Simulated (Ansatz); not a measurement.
The same path of C3H8SSi (13 atoms, charge 0, multiplicity 1) was run 3 times with different band settings. The coordinate that changes most is the dihedral C1–S2–C3–C4.

All numbers below come from RKS B3LYP/def2-SVP in Ansatz.

Relaxed end points:

```xyz
13
Properties=species:S:1:pos:R:3
C -2.566 -0.054 1.277
S -1.198 -1.232 1.032
C -0.061 -0.246 0.119
C 1.141 -0.670 -0.319
Si 2.314 0.416 -1.282
H -3.333 -0.587 1.857
H -3.002 0.259 0.317
H -2.238 0.826 1.848
H -0.406 0.777 -0.078
H 1.440 -1.703 -0.096
H 3.619 0.579 -0.570
H 2.618 -0.162 -2.627
H 1.692 1.762 -1.464
```

```xyz
13
Properties=species:S:1:pos:R:3
C -2.080 -0.709 1.274
S -1.943 0.973 0.605
C -0.367 0.966 -0.164
C 0.544 -0.024 -0.259
Si 2.180 0.189 -1.134
H -3.057 -0.760 1.775
H -1.287 -0.911 2.009
H -2.047 -1.461 0.471
H -0.172 1.950 -0.609
H 0.324 -0.998 0.194
H 3.330 -0.047 -0.208
H 2.325 -0.780 -2.264
H 2.270 1.578 -1.674
```

Common settings: climbing image yes; spring 5.0 eV/Å²; optimiser quadratic models (default); start path through a guess of the saddle point; end points relaxed.

| run | movable images | force threshold | iteration limit |
| --- | --- | --- | --- |
| 1 | 7 | 0.05 eV/Å | 53 |
| 2 | 2 | 0.05 eV/Å | 60 |
| 3 | 7 | 0.2 eV/Å | 60 |

**Question.** What does each run give, and how far can it be trusted?

**Answer.** Run 1: converged after 13 iterations, highest image 0.212 eV above the first end. A vibrational analysis at the climbing image gives one clearly imaginary mode, 118i cm⁻¹: a first-order saddle point.
Run 2: converged after 14 iterations, highest image 0.212 eV above the first end. Another band between the same ends (7 images) ends at a top of the same energy, where a vibrational analysis finds 1 clearly imaginary mode. So few images can step over the top or miss a turn of the path.
Run 3: converged after 10 iterations, highest image 0.213 eV above the first end. The threshold of 0.2 eV/Å is loose, so the images may lie well off the minimum-energy path. Another band between the same ends (7 images) ends at a top of the same energy, where a vibrational analysis finds 1 clearly imaginary mode.
